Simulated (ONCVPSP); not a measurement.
Configuration tests for Ba (Z = 56) (ONCV)

ONCVPSP 4.0.1 input, shortened (lines: element, Z, core and valence counts, functional; n l f; lmax; l rc ep ncon nbas qcut; lloc lpopt rc5 dvloc0; l nproj debl; icmod fcfact rcfact), Wu-Cohen, scalar-relativistic:

```
  Ba 56.00    9    3  -118130      upf
    1    0    2.00
    2    0    2.00
    2    1    6.00
    3    0    2.00
    3    1    6.00
    3    2   10.00
    4    0    2.00
    4    1    6.00
    4    2   10.00
    5    0    2.00
    5    1    6.00
    6    0    2.00
    2
    0    3.10    0.00    4    9    4.50
    1    3.25    0.00    3    6    3.90
    2    3.10    0.09    3    8    3.00
    2    5    3.10    0.00
    0    2    2.60
    1    1    0.80
    2    0    2.60
    2    0.20    1.10
```

In the d channel the program set the typed energies aside and used 0.050 Ha.

Energies are relative to the spin-unpolarised reference configuration 5s2 5p6 6s2; without spin polarisation the order of configurations can differ from experiment.

```tsv
valence configuration	charge	ΔE all-electron (eV)	error AE − PS (meV)
5s2 5p6 6s0	+2	15.198	-3.7
5s2 5p6 5d1 6s1	0	1.345	-25
```

(1) What are ΔE and the potential's error for 5s2 5p6 6s1?

(2) What are ΔE and the potential's error for 5s2 5p6 6s1.5?

Levels in the configuration 5s2 5p6 6s1.5:

| level | all-electron (eV) | pseudo (eV) |
| --- | --- | --- |
| 5s | -36.421 | -36.427 |
| 5p | -21.436 | -21.438 |
| 6s | -5.353 | -5.353 |

Note: no bound ghost flagged; GHOST(+) flagged for s at 95.4 eV.

Results:

(1) ΔE = 5.364 eV all-electron; the error (AE − PS) is -0.9 meV.

(2) ΔE = 2.145 eV all-electron; the error (AE − PS) is -0.2 meV.
